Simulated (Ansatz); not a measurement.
Question: Predict a relaxed structure of Si(OH)4 (SiO₄H₄), charge 0, singlet, at PBE-D4/def2-SVP (Ansatz).

Answer: 
| atom | x (Å) | y (Å) | z (Å) |
| --- | --- | --- | --- |
| Si1 | 0.0000 | 0.0001 | 0.0000 |
| O2 | -1.0545 | -0.8121 | -1.0013 |
| H3 | -1.6576 | -0.2212 | -1.4856 |
| O4 | 0.4889 | -1.1057 | 1.1457 |
| H5 | -0.2024 | -1.7502 | 1.3782 |
| O6 | -0.8289 | 1.3341 | 0.5546 |
| H7 | -0.2450 | 2.0503 | 0.8603 |
| O8 | 1.3946 | 0.5840 | -0.6990 |
| H9 | 2.1049 | -0.0793 | -0.7528 |
 This is one stationary point.
